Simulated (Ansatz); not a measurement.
Geometry optimisation, Ansatz, RHF/def2-SVP.

The input (input.yaml):

```yaml
crystal:
  periodic: [false, false, false]
  atoms:
    - { symbol: Cu, position_ang: [-0.0222, -0.0336, -1.5141] }
    - { symbol: O, position_ang: [0.0473, -0.0066, 0.723] }
    - { symbol: H, position_ang: [-0.4832, -0.7503, 0.4191] }
    - { symbol: H, position_ang: [0.4581, 0.7905, 0.372] }
total_charge: 1
basis:
  gaussian: { orbitals: def2-SVP }
hamiltonian:
  xc: hf
relax:
  f_tol: 0.02
  max_steps: 40
```

Command:

```bash
$ ansatz run input.yaml --threads 1 --pin off --max-ram 2048MiB --backend cpu --events-out ev --progress --plain --runs-dir out
```

Task: Where does it end, and by what steps?

Result: The forces met the threshold. Limits of this set-up: the dipole of an ion depends on the origin. After 8 steps the energy has fallen by 2.065 eV; O2 moved furthest, 0.50 Å.

```json
{"step": "0", "energy less start (eV)": "0.0000", "largest force component (eV/Å)": "1.095", "accepted": "yes"}
{"step": "1", "energy less start (eV)": "-0.4160", "largest force component (eV/Å)": "2.210", "accepted": "yes"}
{"step": "2", "energy less start (eV)": "-0.8506", "largest force component (eV/Å)": "4.471", "accepted": "yes"}
{"step": "3", "energy less start (eV)": "-1.4253", "largest force component (eV/Å)": "4.169", "accepted": "yes"}
{"step": "4", "energy less start (eV)": "-1.9728", "largest force component (eV/Å)": "0.641", "accepted": "yes"}
{"step": "5", "energy less start (eV)": "-2.0601", "largest force component (eV/Å)": "0.160", "accepted": "yes"}
{"step": "6", "energy less start (eV)": "-2.0639", "largest force component (eV/Å)": "0.120", "accepted": "yes"}
{"step": "7", "energy less start (eV)": "-2.0649", "largest force component (eV/Å)": "0.070", "accepted": "yes"}
{"step": "8", "energy less start (eV)": "-2.0653", "largest force component (eV/Å)": "0.009", "accepted": "yes"}
```

```xyz
4
Properties=species:S:1:pos:R:3
Cu 0.175 -0.163 -1.809
O -0.022 0.021 0.227
H -0.474 -0.579 0.811
H 0.321 0.722 0.771
```

Whether the end is a true minimum wasn't checked by a vibrational analysis.

Run time: 4.4 s on 1 thread of AMD EPYC 9R14 (Zen 4), with other jobs on the host, peak memory 0.12 GiB.
